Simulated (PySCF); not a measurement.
# Excitation energy of La²⁺ by level of theory

La²⁺ [Xe] 5d1 (2D) → La²⁺ [Xe] 4f1 (2F), as a difference of total energies. Calculation: PySCF 2.14, in cc-pVDZ-X2C (8s7p5d3f1g, 84 functions); the spin-free X2C one-electron Hamiltonian (Gaussian nucleus). The calculations carry no spin-orbit coupling.

| method | excitation energy (eV) |
| --- | --- |
| UHF | 1.941 |
| LC-wPBE | 0.002 |
| BLYP | -0.205 |
| TPSS | -0.126 |

The basis was made for the ground configuration and has no added diffuse functions, so the excitation energy can come out too high.
